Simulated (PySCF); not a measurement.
Which element holds Cl most strongly?

CCSD(T) extrapolated to the basis-set limit (PySCF; AlCl CCSD(T)/CBS(TQ)+CV+SR, BCl CCSD(T)/CBS(TQ)+CV+SR, GaCl CCSD(T)/CBS(DT)+CV, GeCl CCSD(T)/CBS(DT), SbCl CCSD(T)/CBS(DT), SiCl CCSD(T)/CBS(TQ)+SR, SnCl CCSD(T)/CBS(DT); CV core-valence, SR scalar-relativistic term); no spin–orbit coupling. D0 is De less the harmonic zero-point energy.

```csv
M,state (unpaired electrons),Re (Å),ωe (cm⁻¹),D0(MCl) (eV)
Al,singlet (closed shell),2.133,483,5.29
B,singlet (closed shell),1.716,842,5.29
Ga,singlet (closed shell),2.205,367,4.82
Sn,doublet (π ↑),2.364,353,3.86
Si,doublet (π ↑),2.064,537,4.41
Sb,triplet (π ↑↑),2.339,375,3.02
Ge,doublet (π ↑),2.169,407,3.98
```

Question: Order the elements by D0 and give the energy of AlCl + B → BCl + Al.

Answer: Al > B > Ga > Si > Ge > Sn > Sb; ΔE = 5.29 − 5.29 = +0.00 eV at composite CCSD(T). Close neighbours can swap at other levels.

Correlated steps freeze the inner cores (6 to 10 orbitals); shallow outer-core shells are correlated. These are scalar-relativistic numbers at best; spin–orbit coupling would shift them, the dissociation energy most. Where the molecule has an RHF reference, its open-shell atoms are computed with UHF. States were picked by a PBE0 search and need not be the measured ground states.
